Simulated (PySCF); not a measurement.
Species: HfCl4 (singlet state).
Geometry (PBE0-D3(BJ)/def2-SVP, Å), atoms numbered from 1 in this order:
```xyz
5
HfCl4 angstrom
Hf     0.0069   -0.0154    0.0083
Cl    -0.0958   -0.0871    2.3356
Cl     2.2253   -0.0310   -0.6760
Cl    -1.0222    1.8986   -0.8226
Cl    -1.0393   -1.8756   -0.9075
```

Method used: PBE0-D3(BJ)/def2-SVP geometry optimisation, gas phase, def2 core potentials past Kr (PySCF).

Which atoms are bound to Hf1, and at what distances?

4 atoms: Cl3 2.322 Å, Cl5 2.322 Å, Cl4 2.326 Å, Cl2 2.331 Å.

List the angles at Hf1.

```tsv
angle	degrees	distance of the outer atoms (Å)
Cl2–Hf1–Cl4	111.3	3.84
Cl2–Hf1–Cl5	110.4	3.82
Cl2–Hf1–Cl3	109.6	3.80
Cl3–Hf1–Cl4	108.8	3.78
Cl4–Hf1–Cl5	108.6	3.78
Cl3–Hf1–Cl5	108.0	3.76
```

What is the shape at Hf1?

Tetrahedral: angles from 108.0° to 111.3°; τ4 = (360° − α − β)/141° = 0.98 with α and β the two widest (0 for a square, 1 for a tetrahedron).

Charge 0, singlet. No PBE0-D3(BJ)/def2-SVP frequencies stand behind this structure, so it isn't proved a minimum.
